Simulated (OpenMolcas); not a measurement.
**Zr²⁺: CASPT2 settings compared**

```json
{
 "Program": "OpenMolcas",
 "Basis": "ANO-RCC-VQZP [8s7p5d3f2g1h]",
 "Scalar Hamiltonian": "DKH4, point nucleus",
 "Active space": "2 electrons in 5 orbitals (4d)",
 "State averaging": "2S+1 = 3 even, 10 roots; 2S+1 = 1 even, 15 roots kept (CI in the orbitals of an earlier block)",
 "Spin-orbit coupling": "RASSI with atomic mean-field integrals over the reference wave functions, term energies averaged over their components"
}
```

Methods on the same reference wave functions:
A. CASSCF
B. SS-CASPT2, IPEA 0.3 Eh, sigma1 regulariser 0.15 Eh (closed shells correlated: 3d 4s 4p)
C. SS-CASPT2, IPEA 0.2 Eh, imaginary shift 0.2 Eh (closed shells correlated: 4s 4p)
D. SS-CASPT2, IPEA 0.6 Eh, imaginary shift 0.25 Eh (closed shells correlated: none)

Energies in eV above 4d² ³F₂, the measured ground level; measured values from Moore, Atomic Energy Levels, vol. II, NSRDS-NBS 35 (1971 reprint of NBS Circular 467, 1952); NIST levels as listed in Rynkun, Gaigalas and Jonsson, Astron. Astrophys. 637, A10 (2020).

```json
{"Level": "4d² ³F₂", "A": "0.0000", "B": "0.0000", "C": "0.0000", "D": "0.0000", "Measured": "0.0000"}
{"Level": "4d² ³F₃", "A": "0.0837", "B": "0.0885", "C": "0.0869", "D": "0.0862", "Measured": "0.0844"}
{"Level": "4d² ³F₄", "A": "0.1860", "B": "0.1903", "C": "0.1887", "D": "0.1882", "Measured": "0.1843"}
{"Level": "4d² ¹D₂", "A": "1.1377", "B": "0.625", "C": "0.731", "D": "0.798", "Measured": "0.7119"}
{"Level": "4d² ³P₀", "A": "1.2697", "B": "1.054", "C": "1.037", "D": "1.125", "Measured": "0.9996"}
{"Level": "4d² ³P₁", "A": "1.3014", "B": "1.089", "C": "1.072", "D": "1.160", "Measured": "1.0322"}
{"Level": "4d² ³P₂", "A": "1.3797", "B": "1.152", "C": "1.138", "D": "1.226", "Measured": "1.0958"}
{"Level": "4d² ¹G₄", "A": "1.7284", "B": "1.342", "C": "1.346", "D": "1.494", "Measured": "1.3699"}
{"Level": "4d² ¹S₀", "A": "4.1510", "B": "2.912", "C": "2.961", "D": "2.928", "Measured": "2.9730"}
```

Deviations, from unrounded energies. A percentage is the sum of absolute deviations over the sum of measured energies, with the sign that they share, or ± where signs differ.

| Against measurement | Levels | A | B | C | D |
| --- | --- | --- | --- | --- | --- |
| mean absolute deviation (cm-1) | 8 | 2800 | 360 | 180 | 650 |
| fine structure of the ground term (%) | 2 | ±0.9 | +3.7 | +2.6 | +2.1 |
| other terms of the ground configuration (%) | 6 | +34.0 | ±4.2 | ±2.1 | ±7.8 |

C lies closest to measurement on these levels and A furthest from it. The largest miss of C in the table is 4d² ³P₂, by +340 cm-1. The ranking rests on the paired levels alone, and a cruder setting can come out closer through cancelling errors.

Among B to D the level of the table that moves most is 4d² ¹D₂, by 1400 cm-1 (lowest in B, highest in D). Moves below CASPT2's spread within the term are not significant.

The two smallest mean deviations differ by little beside CASPT2's spread within terms, so their order carries little weight.

From A to B the spin-free energies of the other terms of 4d² shown, above ³F, scale by factors of 0.49 to 0.82.

The lowest spin-free term lies below A's lowest term by 0.373 hartree in B, 0.284 hartree in C, 0.005 hartree in D.

CASPT2 breaks the degeneracy within a term, and the mean is taken; among the terms shown or strongly mixed into the levels shown the widest spread is 400 cm-1 (4d² ³F, C). Levels of configurations with an s electron are missing; early in the row they begin among the upper levels of the d shell and mix with terms of their name. Terms from blocks run as CI alone lack orbitals of their own. Without dynamic correlation excited terms often stand tens of per cent too high (terms of higher spin than the ground term too low), and those without a measured partner can miss by more than the paired ones (holds for A). Some levels mix across a computed gap that differs much from the measured one, so their mixing is not that of the real levels (holds for A). Measured partners are found by configuration, term and J. A level has none where our copy of the source lacks it or the pairing is in doubt (some pairs that miss far off the trend of their configuration count as doubtful), and it then counts in no deviation. Only configurations of the active space appear.
